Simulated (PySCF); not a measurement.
# Spin-rotation constants: SMILES BrB(Br)Br, BBr₃

Geometry:
| atom | x (Å) | y (Å) | z (Å) |
| --- | --- | --- | --- |
| B1 | 0.001 | 0.000 | 0.012 |
| Br2 | 1.879 | -0.027 | 0.010 |
| Br3 | -0.916 | 1.639 | -0.020 |
| Br4 | -0.964 | -1.612 | -0.003 |

Computed, not measured: GIAO PBE/def2-SVP magnetisability, rotational g tensor and spin-rotation constants, non-relativistic, gas phase in PySCF. Geometry: GFN2-xTB.

The calculation is non-relativistic, which matters for the atoms heavier than Zn.

(1) Give the nuclear spin-rotation constants along the inertial axes (H = +C I·J) beside the isotropic shieldings.

## Answers

(1) Rotational constants 1.2122, 1.2081, 0.6051 GHz.
| atom | isotope | Caa (kHz) | Cbb (kHz) | Ccc (kHz) | mean (kHz) | σ (ppm) |
| --- | --- | --- | --- | --- | --- | --- |
| B1 | 11B | 0.435 | 0.434 | 0.121 | 0.330 | 43.6 |
| Br2 | 79Br | 2.526 | 2.518 | 0.814 | 1.953 | 1918.2 |
| Br3 | 79Br | 2.532 | 2.523 | 0.818 | 1.957 | 1915.1 |
| Br4 | 79Br | 2.530 | 2.522 | 0.817 | 1.956 | 1916.1 |

Where two moments of inertia are equal or nearly so, the constants along those axes are given as their average.
For the geometry as given, no vibrational averaging.
